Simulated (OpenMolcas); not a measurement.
C II: terms and fine structure

- Program: OpenMolcas 26.06
- Method: XMS-CASPT2, IPEA 0.25 Eh, imaginary shift 0.1 Eh (closed shells correlated: 1s)
- Basis: ANO-RCC-VTZP [4s3p2d1f]
- Scalar Hamiltonian: DKH2, point nucleus
- Active space: 3 electrons in 4 orbitals (2s 2p)
- State averaging: 2S+1 = 4 odd, 1 root; 2S+1 = 2 odd, 11 roots; 2S+1 = 4 even, 3 roots; 2S+1 = 2 even, 9 roots
- Spin-orbit coupling: RASSI with atomic mean-field integrals over the reference wave functions, term energies averaged over their components

Spin-free terms above the lowest, with the occupations of the reference:

| Configuration | Term | E (cm⁻¹) | Occupations |
| --- | --- | --- | --- |
| 2s² 2p | ²P° | 0.0 | 2s 1.91 2p 1.09 |
| 2s 2p² | ⁴P | 42980 | 2s 1.00 2p 2.00 |
| 2s 2p² | ²D | 74800 | 2s 1.00 2p 2.00 |
| 2s 2p² | ²S | 98550 | 2s 1.00 2p 2.00 |
| 2s 2p² | ²P | 113330 | 2s 1.00 2p 2.00 |
| 2p³ | ⁴S° | 142790 | 2p 3.00 |
| 2p³ | ²D° | 152140 | 2p 3.00 |
| 2p³ | ²P° | 174170 | 2s 0.09 2p 2.91 |

With spin-orbit coupling, above the lowest level:

| Configuration | Term | J | E (cm⁻¹) | Measured (cm⁻¹) | Term weight % |
| --- | --- | --- | --- | --- | --- |
| 2s² 2p | ²P° | 1/2 | 0.0 | 0.0 | 100 |
| 2s² 2p | ²P° | 3/2 | 57.2 | 63.4 | 100 |
| 2s 2p² | ⁴P | 1/2 | 42980 | 43003 | 100 |
| 2s 2p² | ⁴P | 3/2 | 43010 | 43025 | 100 |
| 2s 2p² | ⁴P | 5/2 | 43040 | 43054 | 100 |
| 2s 2p² | ²D | 3/2 | 74830 | 74933 | 100 |
| 2s 2p² | ²D | 5/2 | 74830 | 74930 | 100 |
| 2s 2p² | ²S | 1/2 | 98590 | 96494 | 100 |
| 2s 2p² | ²P | 1/2 | 113340 | 110624 | 100 |
| 2s 2p² | ²P | 3/2 | 113380 | 110666 | 100 |
| 2p³ | ⁴S° | 3/2 | 142830 | 142027 | 100 |
| 2p³ | ²D° | 3/2 | 152180 | 150467 | 100 |
| 2p³ | ²D° | 5/2 | 152180 | 150462 | 100 |
| 2p³ | ²P° | 1/2 | 174210 | 168730 | 100 |
| 2p³ | ²P° | 3/2 | 174210 | 168748 | 100 |

Against the 14 measured excited levels shown (NIST Handbook of Basic Atomic Spectroscopic Data) the mean absolute deviation is 1600 cm-1; the largest miss in energy is 2p³ ²P°_1/2: computed 174210, measured 168730 cm⁻¹ (+3.2 %), and the largest in proportion 2s² 2p ²P°_3/2 (-9.8 %).

Spin-orbit coupling puts the lowest level 38.2 cm⁻¹ below the lowest spin-free term.

Term energies are means over components that CASPT2 splits; among the terms shown or strongly mixed into the levels shown the widest spread is 1600 cm-1 (2p³ ²D°). Over all roots computed the reference weight is 0.93 to 0.99; the roots of lowest weight are the least certain, and an intruder state may touch them. Computed and measured levels are paired by configuration, term and J; levels that our copy of the source lacks, or whose pairing is in doubt (as where it misses far off the trend of its configuration), stay unpaired and out of the deviations. Only configurations of the active space appear.

The term weight is that of the spin-free term in the level, not the purity of its configuration. ° marks odd parity.
